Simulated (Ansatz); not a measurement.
`FB[SiH2][SiH3]` + SiH₄ → `[SiH3][SiH2][SiH3]` + `BF` at 500 K and 1 bar (formal exchange of groups at the Si–B bond).

Calculated with Ansatz (gas phase, PBE0-D4/def2-TZVP geometries, no zero-point term in ΔE). CCSD(T)/CBS adds triple-zeta CCSD(T) − MP2 to the extrapolated MP2 energy (def2 sets, frozen cores). This one scheme is used for every species. One conformer a species, not always the lowest.

| species | CCSD(T)/CBS energy (Eh) | H − E (kJ/mol) | S (J/(mol·K)) |
| --- | --- | --- | --- |
| `FB[SiH2][SiH3]` | -706.37300 | 197.0 | 424.5 |
| SiH₄ | -291.46306 | 102.4 | 230.9 |
| `[SiH3][SiH2][SiH3]` | -872.02658 | 224.2 | 419.1 |
| `BF` | -125.82039 | 77.9 | 244.4 |

H − E and S are ideal-gas, rigid-rotor, harmonic terms from PBE0-D4/def2-TZVP, for one conformer and one mirror image of each species. 1 Eh = 2625.50 kJ/mol, R = 8.31446 J/(mol·K).

Task: By hand: ΔE, ΔH, ΔS and ΔG.

Result: ΔE = (-872.02658) + (-125.82039) − (-706.37300) − (-291.46306) = -0.01091 Eh = -28.6 kJ/mol. Δ(H − E) = 224.2 + 77.9 − 197.0 − 102.4 = 2.7, so ΔH = -25.9 kJ/mol. ΔS = 419.1 + 244.4 − 424.5 − 230.9 = 8.1 J/(mol·K). ΔG = -25.9 − 500 × (8.1)/1000 = -29.9 kJ/mol.

Task: By hand: the equilibrium constant, and the temperature at which ΔG would vanish if ΔH and ΔS stayed fixed.

Result: log₁₀ K = −ΔG/(RT ln 10) = 3.1. ΔH and −TΔS have one sign here, so there is no such temperature.

The number of gas molecules stays the same, so ΔS is small and ΔH decides. A doubt of 5 kJ/mol in ΔE shifts log₁₀ K by 0.5 here. Other conformers and mirror images would add mixing entropy, several J/(mol·K) or more a flexible species. Modes under 60 cm⁻¹, often nearly free rotors, make the harmonic entropy too high. These are equilibria of isolated gas molecules and say nothing of rates. Largest T1 diagnostic: 0.015 (customary marks: 0.02 for closed shells, 0.045 for open ones).

ΔS is within the doubt of such terms, so its sign, and with it that verdict, could turn.
